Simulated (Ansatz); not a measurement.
`B[SiH2]F` + HBr → `BBr` + `F[SiH3]` at 700 K and 1 bar (cleavage of the B–Si bond).

Calculated with Ansatz (gas phase, PBE0-D4/def2-TZVP geometries, no zero-point term in ΔE). CCSD(T)/CBS adds triple-zeta CCSD(T) − MP2 to the extrapolated MP2 energy (def2 sets, frozen cores). This one scheme is used for every species. For Br outer-core shells are correlated without core-valence functions, which leaves a few kJ/mol of doubt a bond. Scalar relativity is left out up to krypton.

| species | CCSD(T)/CBS energy (Eh) | H − E (kJ/mol) | S (J/(mol·K)) |
| --- | --- | --- | --- |
| `B[SiH2]F` | -416.08532 | 158.0 | 371.0 |
| HBr | -2573.91920 | 36.5 | 223.7 |
| `BBr` | -2599.32470 | 85.7 | 289.3 |
| `F[SiH3]` | -390.72345 | 108.4 | 291.4 |

H − E and S are ideal-gas, rigid-rotor, harmonic terms from PBE0-D4/def2-TZVP. 1 Eh = 2625.50 kJ/mol, R = 8.31446 J/(mol·K).

Q: By hand: ΔE, ΔH, ΔS and ΔG.

A: ΔE = (-2599.32470) + (-390.72345) − (-416.08532) − (-2573.91920) = -0.04363 Eh = -114.6 kJ/mol. Δ(H − E) = 85.7 + 108.4 − 158.0 − 36.5 = -0.4, so ΔH = -115.0 kJ/mol. ΔS = 289.3 + 291.4 − 371.0 − 223.7 = -14.0 J/(mol·K). ΔG = -115.0 − 700 × (-14.0)/1000 = -105.2 kJ/mol.

Q: By hand: the equilibrium constant, and the temperature at which ΔG would vanish if ΔH and ΔS stayed fixed.

A: log₁₀ K = −ΔG/(RT ln 10) = 7.8. ΔG = 0 at ΔH/ΔS = 8214 K, far beyond where these terms or the molecules hold.

The number of gas molecules stays the same, so ΔS is small and ΔH decides. A doubt of 5 kJ/mol in ΔE shifts log₁₀ K by 0.4 here. These are equilibria of isolated gas molecules and say nothing of rates. Largest T1 diagnostic: 0.012 (customary marks: 0.02 for closed shells, 0.045 for open ones).
